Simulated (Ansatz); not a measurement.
Job for Ansatz (a quantum-chemistry and plane-wave program): R-PBE/def2-TZVPPD on C2H3F (SMILES C=CF) with ghost functions. Files ending in .json are basis or fitting sets from the Basis Set Exchange.

Ansatz 0.2 input:
```yaml
crystal:
  periodic: [false, false, false]
  atoms:
    - {symbol: C, position_ang: [-1.32126047, -0.24738928, 3.25670124]}
    - {symbol: C, position_ang: [-0.13717790, -0.29333688, 3.83006328]}
    - {symbol: F, position_ang: [1.00320928, -0.03387362, 3.14746683]}
    - {symbol: H, position_ang: [-1.44401284, -0.00010440, 2.21108996]}
    - {symbol: H, position_ang: [-2.19661773, -0.46395313, 3.85153730]}
    - {symbol: H, position_ang: [0.06923483, -0.53121459, 4.86501523]}
basis:
  gaussian:
    orbitals: def2-TZVPPD.json
    ghost_atoms:
      - {symbol: C, position_ang: [0.36766658, 0.66827527, -0.22414263]}
      - {symbol: F, position_ang: [-1.00917104, 0.55200367, -0.02614237]}
      - {symbol: H, position_ang: [0.58069407, 1.67532978, -0.58369717]}
      - {symbol: H, position_ang: [0.87130459, 0.48736240, 0.72435410]}
      - {symbol: H, position_ang: [0.67317594, -0.07022206, -0.96585117]}
hamiltonian:
  xc: {name: PBE}
scf: {lower_state_search: off}
```

The head of its log:

```
WARN ansatz: RAYON_NUM_THREADS=1 ignored (pool sized by the plan → 1); use --threads N
Functional definition: PBE
these checks for a lower state are left out or cut short: stability, starts, cluster_reference, orbital_swaps, neighbouring_geometries, increment
integrals: 0.20 GiB planned
1226 factors; their error is unknown
mean field: 1.54 GiB planned
mean field evaluation 1: about -4828.2848 eV, gradient 5.6e1 eV
mean field evaluation 2: about -4819.1269 eV, gradient 7.5e1 eV
```

Task: Give the final energy of this run.

Result: -177.7017 hartree.
